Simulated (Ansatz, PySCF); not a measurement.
Gas-phase reaction (SMILES): [Cl][Al]([Cl])[Cl] + [H][H] (H2) → [Cl][AlH][Cl] + Cl (HCl); hydrogen cleaves one Al-Cl bond, a model of a ligand-exchange step.

Geometries: B3LYP-D3(BJ)/def2-TZVP minima from Ansatz (a program for electronic structure). Cores are frozen in the correlated levels unless marked. Spin-orbit coupling is left out. Non-relativistic. CBS(X,Y): correlation extrapolated as X^-3; Hartree-Fock from the larger set. Thermal terms are rigid-rotor harmonic-oscillator values from B3LYP-D3(BJ) frequencies (Ansatz or PySCF) at 298.15 K and 1 atm. 1 Eh = 627.5095 kcal/mol.

| species | E, CCSD(T)/CBS(cc-pV(T+d)Z,cc-pV(Q+d)Z) (Ansatz) (Eh) | E, r2SCAN-D4/def2-TZVPD (Ansatz + dftd4) (Eh) | H - E (Eh) |
|---|---|---|---|
| [Cl][Al]([Cl])[Cl] | -1621.55610 | -1623.18447 | 0.01106 |
| [H][H] (H2) | -1.17450 | -1.17100 | 0.01336 |
| [Cl][AlH][Cl] | -1162.30011 | -1163.51622 | 0.01512 |
| Cl (HCl) | -460.37849 | -460.78611 | 0.01000 |

Work out ΔE and ΔH at 298.15 K at the first level, then ΔH at the second.


1. ΔE = [(-1162.30011) + (-460.37849)] - [(-1621.55610) + (-1.17450)] = 0.05200 Eh = 32.6 kcal/mol at CCSD(T)/CBS(cc-pV(T+d)Z,cc-pV(Q+d)Z).
2. The terms H - E add up to 0.00070 Eh, so ΔH = (0.05200 + (0.00070))×627.5095 = 33.1 kcal/mol.
3. At r2SCAN-D4/def2-TZVPD the same steps give ΔE = 33.3 and ΔH = 33.8 kcal/mol, a shift of +0.7 from the first level.
4. These values are not checked against measurement here, since the tables used lack a sound gas-phase enthalpy of formation for at least one species.
